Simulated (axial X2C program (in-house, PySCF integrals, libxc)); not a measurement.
# Testing model relations on CuSe⁻

A bond curve at the PBE0 level, two-component, was computed with an in-house relativistic program for diatomic molecules (basis Se dyall-av2z [8s9p6d], Cu dyall-av2z [8s9p6d2f] (cores contracted in-house)) for the state Ω = 0 (closed shell). Its fit gives Re = 2.1690 Å, ωe = 315.7 cm⁻¹, ωexe = 1.11 cm⁻¹ and αe = 4.738e-04 cm⁻¹; the masses are 79.9165 and 62.9296 u. Two-component means X2C with spin–orbit coupling and atomic mean-field Coulomb and Gaunt terms.

Task: Find the reduced mass, Be and the force constant.

Result: From the PBE0 values: μ = 35.2065 u. Be = 16.8576/(μ Re²) = 0.1018 cm⁻¹. k = 5.8918×10⁻⁷ μ ωe² = 2.07 mdyn/Å.

Task: Where do the fundamental and the first overtone lie?

Result: ν(1←0) = ωe − 2ωexe = 313.5 cm⁻¹; ν(2←0) = 2ωe − 6ωexe = 624.7 cm⁻¹.

Task: Estimate De from a Morse curve and compare with the computed well depth of 2.539 eV to Se- + Cu.

Result: De(Morse) = ωe²/(4ωexe) = 2.783 eV against 2.539 eV computed, a ratio of 1.10. For De the Morse form works well here.

Task: Estimate the centrifugal constant by the Kratzer relation.

Result: D = 4Be³/ωe² = 4.23e-08 cm⁻¹.

Task: Give B0, the J = 1←0 line in GHz and the most populated J at 300 K (kT = 208.5 cm⁻¹).

Result: B0 = Be − αe/2 = 0.1015 cm⁻¹; 2B0 = 6.088 GHz; J(max) ≈ √(kT/2B0) − 1/2 = 31.5, so J = 32.

One determinant describes the state; a PBE0 search over occupations chose it and may have missed a lower one. De is counted from the lowest determinant-based energies of the atoms at the same level, without counterpoise correction. The functionals have no current-density term, which raises determinants with orbital currents, atoms included.
